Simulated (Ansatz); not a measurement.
`[SiH3]CC=[Se]` + `C[O][Mg][OH]` → `C[O][Mg][O][SiH3]` + `CC=[Se]`  (ligand exchange at the Si–C bond)

Computed with Ansatz on PBE0-D4/def2-TZVP structures; ΔE is electronic, products minus reactants. CBS: MP2 limit from def2 TZ/QZ plus the TZ coupled-cluster correction, frozen cores. Functionals use def2-TZVPP. B3LYP here is the variant with VWN-RPA as its local correlation; programs differ in this. For Mg, Se outer-core shells are correlated without core-valence functions, which leaves a few kJ/mol of doubt a bond. Scalar relativity is left out up to krypton. One conformer a species, not always the lowest.

```tsv
level	ΔE (kJ/mol)	difference from CCSD(T)/CBS
PBE-D4	-102.8	20.0
B3LYP-D4	-117.9	4.9
ωB97X-V	-119.1	3.7
ωB97M-V	-117.2	5.6
PBE	-107.0	15.8
PBE0	-113.3	9.5
B3LYP	-124.7	-1.9
MP2/def2-TZVPP	-119.1	3.7
SCS-MP2/def2-TZVPP	-126.6	-3.8
CCSD/def2-TZVPP	-126.3	-3.5
CCSD(T)/def2-TZVPP	-122.6	0.2
HF/def2-QZVPP	-149.1	-26.3
SCS-MP2/def2-QZVPP	-127.5	-4.7
HF/CBS(def2)	-149.4	-26.6
MP2/CBS(def2)	-119.3	3.5
CCSD/CBS(def2)	-126.5	-3.7
CCSD(T)/CBS	-122.8	0
```

Largest T1 diagnostic among the species: 0.016.

From PBE to PBE0 (25 % exact exchange), in def2-TZVPP and without D4, ΔE moves by −6.3 kJ/mol. The D4 term adds +6.8 kJ/mol with B3LYP and +3.7 kJ/mol with PBE0; it sums over pairs of atoms, weighted by their polarisabilities, and B3LYP, whose exchange is more repulsive, gets the larger term. In def2-TZVPP, CCSD(T) changes the Hartree–Fock value by +24.2 kJ/mol (the triples alone add +3.7 kJ/mol) and MP2 by +27.7 kJ/mol.
